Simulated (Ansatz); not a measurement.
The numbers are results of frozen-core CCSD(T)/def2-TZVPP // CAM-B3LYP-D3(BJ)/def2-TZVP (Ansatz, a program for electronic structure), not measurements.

Ansatz 0.2 input:
```yaml
crystal:
  periodic: [false, false, false]
  atoms:
    - { symbol: C, position_ang: [-1.097713, 0.05008, 0.15862] }
    - { symbol: Sn, position_ang: [0.93104, -0.042459, -0.134466] }
    - { symbol: H, position_ang: [-1.647557, 0.970148, 0.003432] }
    - { symbol: H, position_ang: [-1.661113, -0.819224, 0.474572] }
    - { symbol: H, position_ang: [1.726919, -1.498511, 0.122607] }
    - { symbol: H, position_ang: [1.748423, 1.339963, -0.624765] }
basis:
  gaussian: { orbitals: def2-TZVPP }
correlation:
  method: ccsd_t
total_charge: 1
magnetization:
  spin_polarized: true
  initial_magnetization: 1
```

Output:

```
Functional definition: HF
962 factors; integrals over basis functions are off by at most 1.1e-3 eV
mean field evaluation 1: about -6887.8760 eV, gradient 2.3e1 eV
mean field evaluation 2: about -6887.8766 eV, gradient 2.3e1 eV
mean field evaluation 4: about -6890.7484 eV, gradient 1.8e0 eV
mean field evaluation 8: about -6890.7806 eV, gradient 2.9e-3 eV
mean field evaluation 16: about -6890.7798 eV, gradient 2.3e-1 eV
mean field evaluation 32: about -6888.9884 eV, gradient 4.6e0 eV
mean field -6890.78063012 eV, -253.2315174179 hartree, gradient 7.7e-6 eV, S^2 0.760604; 0 other end points of the search recorded, 0 dependent functions left out
5 core orbitals not correlated
reference -6890.78063012 eV, -253.2315174179 hartree; 11, 10 occupied and 121, 122 virtual orbitals, 962 factors
second order -12.13903718 eV of doubles, -0.00000000 eV of singles
cycle   1  -12.36438827 eV  change   -2.3e-1 eV  update   8.2e-2
cycle   2  -12.71335918 eV  change   -3.5e-1 eV  update   2.7e-2
cycle   3  -12.76673444 eV  change   -5.3e-2 eV  update   1.5e-2
cycle   4  -12.76059158 eV  change    6.1e-3 eV  update   6.2e-3
cycle   5  -12.76195129 eV  change   -1.4e-3 eV  update   3.2e-3
cycle   6  -12.76260502 eV  change   -6.5e-4 eV  update   1.2e-3
cycle   7  -12.76259339 eV  change    1.2e-5 eV  update   3.8e-4
cycle   8  -12.76267960 eV  change   -8.6e-5 eV  update   1.5e-4
cycle   9  -12.76264413 eV  change    3.5e-5 eV  update   5.3e-5
cycle  10  -12.76261525 eV  change    2.9e-5 eV  update   2.2e-5
cycle  11  -12.76262250 eV  change   -7.2e-6 eV  update   7.8e-6
perturbative correction -0.36747395 eV, -0.0135044184 hartree
Total energy: -6903.91072656 eV, -253.7140395623 hartree
```

Cost: very roughly 30 core-seconds.
